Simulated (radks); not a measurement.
Values are calculated unless marked as measured or tabulated.
Numerical settings for the scandium ion Sc3+, [Ar]. Level of theory: scalar-relativistic Kohn-Sham, r2SCAN, spin-unpolarised, spherical densities, finite nucleus; meta-GGA in the generalised Kohn-Sham scheme; Fermi nuclear charge, rms radius 3.5459 fm (a radial shooting solver on a logarithmic mesh with Libxc functionals). The defaults (mesh step 0.008 in ln r, mesh end at 40 bohr or more with all orbitals vanishing there, Anderson mixing 0.5 over 9 steps, residual threshold near 1e-9 with the energy settled to 1e-9 hartree or 1e-11 of itself, here a cap of 73 iterations) give E = -762.639 hartree and 3p at -65.418 eV in 11 iterations. Run on one thread of a shared host, so times are rough (Intel(R) Xeon(R) Platinum 8488C): 0.06 s of CPU time, 0.06 s wall, 11 iterations on 2189 mesh points. Changes against that run (0 stands for a change within the tolerance of the run):

| setting | iterations | converged | E (mhartree) | e(3p) (meV) | CPU (s) |
|---|---|---|---|---|---|
| mesh step in ln r 0.012 | 11 | yes | 0 | 0 | 0.04 |
| mesh step in ln r 0.02 | 9 | yes | -0.00519 | 0 | 0.02 |
| mesh step in ln r 0.2 | 73 | no | -3.89e+06 | - | 0.09 |
| mesh end (bohr) 12 | 11 | yes | 0 | 0 | 0.05 |
| mesh end (bohr) 2 | 12 | yes | +1.82e+03 | +1.59e+04 | 0.05 |
| residual threshold 1e-05 | 11 | yes | 0 | 0 | 0.06 |
| residual threshold 0.001 | 9 | yes | 0 | +0.119 | 0.05 |
| mixing 1.5 | 14 | yes | 0 | 0 | 0.06 |
| linear mixing, mixing 0.8 | 73 | no | 0 | -0.045 | 0.45 |
| linear mixing, mixing 0.5 | 73 | no | 0 | 0 | 0.41 |
| mixing history 2 | 24 | yes | 0 | 0 | 0.13 |
| iteration cap 8 | 8 | no | 0 | +0.119 | 0.05 |

Settings that end as converged yet miss the energy by more than 1 mhartree: mesh end (bohr) 2 (+1.82 hartree). A mesh that ends early acts as a hard wall.
